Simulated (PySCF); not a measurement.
Compound: C6H11O2 (doublet state).
Structure used (GFN2-xTB), in Å, numbered top down from 1:
```
atom  x, y, z in Å
C1     1.3117   -1.4973   -0.0278
C2     0.4503   -0.4898   -0.0244
O3     0.6691    0.7529   -0.5660
C4     1.9110    0.9989   -1.1791
C5    -0.9239   -0.5726    0.6153
C6    -2.0054   -0.2884   -0.4529
C7    -1.0066    0.3636    1.7688
O8    -0.7362    1.6933    1.6248
H9     1.0446   -2.4329    0.4250
H10    2.2932   -1.4422   -0.4622
H11    1.8739    2.0287   -1.5313
H12    2.7346    0.8838   -0.4681
H13    2.0701    0.3289   -2.0288
H14   -1.0654   -1.5878    0.9919
H15   -1.8826    0.7132   -0.8560
H16   -2.9937   -0.3673   -0.0080
H17   -1.9225   -1.0068   -1.2653
H18   -1.5678    0.1304    2.6534
H19   -0.2642    1.8006    0.7833
```

The hyperfine couplings belong to this conformer and change with its torsions.

Identity: `C=C(OC)[C@H](C)[CH]O` [radical].

Method: PySCF 2.14.0, UKS B3LYP, pcH-1 on C H O, non-relativistic, mean-field spin-orbit, GIAO. The structure is a single GFN2-xTB conformer in the gas phase; no vibrational or solvent corrections. The geometry wasn't refined by DFT: couplings that depend on bond lengths, twists or pyramidal angles can differ widely from those at the functional's own minimum. No stability test was run, so a lower SCF solution isn't excluded.

Principal values of hyperfine tensors in MHz (contact and dipolar terms together), for some of the nuclei:

| atom | isotope | A1 | A2 | A3 |
| --- | --- | --- | --- | --- |
| C7 | 13C | 40.18 | 41.21 | 270.31 |
| C6 | 13C | 59.64 | 59.67 | 75.18 |
| H18 | 1H | -92.25 | -56.86 | -19.25 |
| C2 | 13C | 27.69 | 27.81 | 35.68 |
| C5 | 13C | -24.41 | -23.76 | -19.56 |
| O8 | 17O | -91.54 | 11.55 | 14.05 |
| H17 | 1H | 8.39 | 10.35 | 16.67 |
| H14 | 1H | 1.00 | 3.26 | 17.36 |

(1) Split each tensor into its isotropic and traceless parts, and turn a_iso into mT with g = 2.0032.

(2) What spin density at the nucleus of C2 lies behind its contact coupling (g_N = 1.40482)?

(3) H19 (1H, g_N = 5.58569) isn't in the table. Its spin density at the nucleus is -0.002608 bohr⁻³. What is its contact coupling?

(4) Name the largest traceless tensor T of the table and describe it.

(5) What first-order splitting does H18 cause when the field lies along A1, A2 or A3 of its tensor (g taken as isotropic, no quadrupole term)?

Results:

(1) a_iso is a third of the trace, T = A − a_iso, and a(mT) = a(MHz)/(g × 13.996).

```tsv
atom	a_iso (MHz)	a_iso (mT)	T1	T2	T3
C7	117.23	4.181	-77.05	-76.02	153.08
C6	64.83	2.312	-5.19	-5.16	10.35
H18	-56.12	-2.002	-36.13	-0.74	36.87
C2	30.39	1.084	-2.70	-2.58	5.29
C5	-22.58	-0.805	-1.83	-1.18	3.02
O8	-21.98	-0.784	-69.56	33.53	36.03
H17	11.80	0.421	-3.42	-1.45	4.87
H14	7.20	0.257	-6.21	-3.95	10.16
```

(2) a_FC = (2μ0/3) gₑ μB g_N μN ρ(0)/(2S·h) = 800.24 MHz × g_N × ρ(0)/(2S), with ρ in bohr⁻³. With a_FC = 30.39 MHz and 2S = 1, ρ(0) = 0.02704 bohr⁻³.

(3) By the same relation, a_FC = -11.66 MHz. Its full tensor has the principal values -25.21, -21.26, 11.50 MHz.

(4) C7: -77.1, -76.0, 153.1 MHz, axial, in the ratio −1:−1:+2, the form that spin in one p orbital centred on that nucleus gives.

(5) 2 lines (I = 1/2), spaced by |A_i|/(g × 13.996): 3.29, 2.03, 0.69 mT along the axes of A1, A2 and A3.

Time: 1.7 min (grids of density and orbitals included); peak memory 1.1 GiB. Hardware: one thread, Arm Neoverse V1 (aarch64), shared host with 32 logical CPUs at a one-minute load of 29.
